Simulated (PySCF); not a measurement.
Species: C8H16O.
Bonds: C1–O2, O2–C3, C3–C4, C4–C5, C5–C6, C6–C7, C7–C8, C8–C9, C4–C9. Hydrogens: H10, H11, H12 on C1; H13, H14 on C3; H15 on C4; H16, H17 on C5; H18, H19 on C6; H20, H21 on C7; H22, H23 on C8; H24, H25 on C9.

All values: PBE0/pcSseg-1 (PySCF, non-relativistic), on one gas-phase PBE0-D3(BJ)/def2-SVP geometry that isn't relaxed in the solvent. The solvent is an IEF-PCM continuum (Bondi radii, 1.10 Å for H, scaled by 1.2). Specific hydrogen bonds and non-electrostatic terms are outside this model.

Gas phase at PBE0/pcSseg-1: HOMO -7.30 eV, LUMO 1.56 eV, dipole 1.04 D.

Task: What does the continuum do to the energy, the frontier levels and the dipole at PBE0/pcSseg-1 in dichloromethane and acetone?

Result: 
```tsv
solvent	ε	E(solvent) − E(gas) (kcal/mol)	polarisation term (kcal/mol)	distortion of the solute (kcal/mol)	HOMO (eV)	LUMO (eV)	dipole (D)
dichloromethane	8.93	-2.13	-2.39	0.26	-7.31	1.67	1.42
acetone	20.49	-2.41	-2.75	0.34	-7.31	1.67	1.48
```

Polarisation term: ½ Σ q·V over the induced surface charges. Distortion: the rise of the solute's own energy as its density leaves the gas-phase optimum. From dichloromethane to acetone the lowering changes by a factor 1.13, Onsager's factor (ε − 1)/(2ε + 1) by 1.10 and ε itself by 2.3.

Task: Which radius a makes the point-dipole formula ΔE = −[(ε − 1)/(2ε + 1)]·μ²/a³ give the value in acetone, with the gas-phase dipole?

Result: μ = 0.409 au and |ΔE| = 0.00384 Eh give a = 1.44 Å; the farthest nucleus lies 4.53 Å from the centroid of the nuclei, so such a sphere wouldn't even hold the nuclei. The formula assumes a rigid point dipole at the centre of a sphere.

Task: Which Hirshfeld charges (PBE0/pcSseg-1) respond most in acetone (means over atoms taken as equivalent)?

Result: 
```json
{"atoms": "O2", "environment": "ether oxygen", "gas (e)": "-0.131", "solvent (e)": "-0.147", "change": "-0.016"}
{"atoms": "H13/H14", "environment": "methylene hydrogen", "gas (e)": "+0.027", "solvent (e)": "+0.032", "change": "+0.005"}
{"atoms": "H10/H11/H12", "environment": "methyl hydrogen", "gas (e)": "+0.038", "solvent (e)": "+0.042", "change": "+0.004"}
{"atoms": "H17/H25", "environment": "methylene hydrogen", "gas (e)": "+0.030", "solvent (e)": "+0.032", "change": "+0.002"}
{"atoms": "C1", "environment": "methoxy carbon", "gas (e)": "-0.039", "solvent (e)": "-0.042", "change": "-0.003"}
{"atoms": "H15", "environment": "methine hydrogen", "gas (e)": "+0.032", "solvent (e)": "+0.030", "change": "-0.002"}
{"atoms": "H16/H24", "environment": "methylene hydrogen", "gas (e)": "+0.034", "solvent (e)": "+0.032", "change": "-0.002"}
{"atoms": "C4", "environment": "sp3 CH carbon", "gas (e)": "-0.029", "solvent (e)": "-0.031", "change": "-0.002"}
{"atoms": "C3", "environment": "sp3 carbon bound to oxygen", "gas (e)": "+0.004", "solvent (e)": "+0.003", "change": "-0.001"}
{"atoms": "H21", "environment": "methylene hydrogen", "gas (e)": "+0.032", "solvent (e)": "+0.033", "change": "+0.001"}
{"atoms": "C6/C8", "environment": "ring CH2 carbon", "gas (e)": "-0.067", "solvent (e)": "-0.068", "change": "-0.001"}
{"atoms": "C5/C9", "environment": "ring CH2 carbon", "gas (e)": "-0.069", "solvent (e)": "-0.070", "change": "-0.001"}
```

Rough CPU time on one thread of a shared machine: about 80 s. This is the whole shielding run at PBE0/pcSseg-1 in acetone, SCF included.
